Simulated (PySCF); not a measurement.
Correlation energy of Os⁶³⁺ (osmium, charge +63)

[Ne] 3s2 3p1, 2P determinant. All numbers are calculated (PySCF 2.14, scalar relativity by spin-free X2C-1e, in an even-tempered Gaussian basis (17 s from 17 bohr⁻², ratio 2.5; 12 p from 23 bohr⁻², ratio 2.5; 4 d from 87 bohr⁻², ratio 2.7; 4 f from 130 bohr⁻², ratio 2.7)). Frozen: 1s2; 11 electrons correlated; the 20 highest virtual orbitals of each spin left out.

| level | correlation energy (mhartree) |
| --- | --- |
| CCSD | -521.89 |
| (T) | -0.39 |
| CCSD(T) | -522.28 |

Diagnostics: T1 = 0.00026, D1 = 0.0011, largest double amplitude 0.030.

**Question.** Is a single reference adequate?

**Answer.** Yes, within this model without spin-orbit coupling: T1 lies below 0.03 and no double amplitude reaches 0.07.

At this charge the one-electron X2C treatment keeps the bare 1/r₁₂, with no two-electron picture change or Breit term. The effect here is smaller than on the frozen 1s shell; and a scalar Hamiltonian misses the large spin-orbit splitting of the p shells, which matters for ns² → np² pairs.
